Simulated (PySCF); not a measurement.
**Radial density of O⁻ (oxygen, charge -1)**

UHF, [He] 2s2 2p5, 2P determinant. Computed with PySCF 2.14 in aug-cc-pwCVTZ (7s6p4d2f, 59 functions), with the non-relativistic Hamiltonian (point nucleus).

```json
{"r (bohr)": "0.00366", "4πr²ρ (e/bohr)": "0.04920", "4πr²(ρα − ρβ)": "0.0000"}
{"r (bohr)": "0.00615", "4πr²ρ (e/bohr)": "0.1343", "4πr²(ρα − ρβ)": "0.0001"}
{"r (bohr)": "0.0103", "4πr²ρ (e/bohr)": "0.3542", "4πr²(ρα − ρβ)": "0.0002"}
{"r (bohr)": "0.0174", "4πr²ρ (e/bohr)": "0.8967", "4πr²(ρα − ρβ)": "0.0004"}
{"r (bohr)": "0.0293", "4πr²ρ (e/bohr)": "2.098", "4πr²(ρα − ρβ)": "0.0011"}
{"r (bohr)": "0.0493", "4πr²ρ (e/bohr)": "4.331", "4πr²(ρα − ρβ)": "0.0029"}
{"r (bohr)": "0.0828", "4πr²ρ (e/bohr)": "7.216", "4πr²(ρα − ρβ)": "0.0088"}
{"r (bohr)": "0.139", "4πr²ρ (e/bohr)": "8.501", "4πr²(ρα − ρβ)": "0.0348"}
{"r (bohr)": "0.234", "4πr²ρ (e/bohr)": "5.902", "4πr²(ρα − ρβ)": "0.1352"}
{"r (bohr)": "0.394", "4πr²ρ (e/bohr)": "3.145", "4πr²(ρα − ρβ)": "0.4222"}
{"r (bohr)": "0.663", "4πr²ρ (e/bohr)": "4.322", "4πr²(ρα − ρβ)": "0.7965"}
{"r (bohr)": "1.12", "4πr²ρ (e/bohr)": "4.399", "4πr²(ρα − ρβ)": "0.7256"}
{"r (bohr)": "1.88", "4πr²ρ (e/bohr)": "1.878", "4πr²(ρα − ρβ)": "0.2369"}
{"r (bohr)": "3.16", "4πr²ρ (e/bohr)": "0.3705", "4πr²(ρα − ρβ)": "-0.0011"}
{"r (bohr)": "5.31", "4πr²ρ (e/bohr)": "0.03151", "4πr²(ρα − ρβ)": "-0.0099"}
{"r (bohr)": "8.93", "4πr²ρ (e/bohr)": "0.0004025", "4πr²(ρα − ρβ)": "-0.0002"}
```

Task: Where is the radial spin density 4πr²(ρα − ρβ) most negative, and why is it negative at all?

Result: Around r = 5.31 bohr, down to -0.0099 e/bohr: exchange with the open shell polarises the paired shells in an unrestricted calculation.
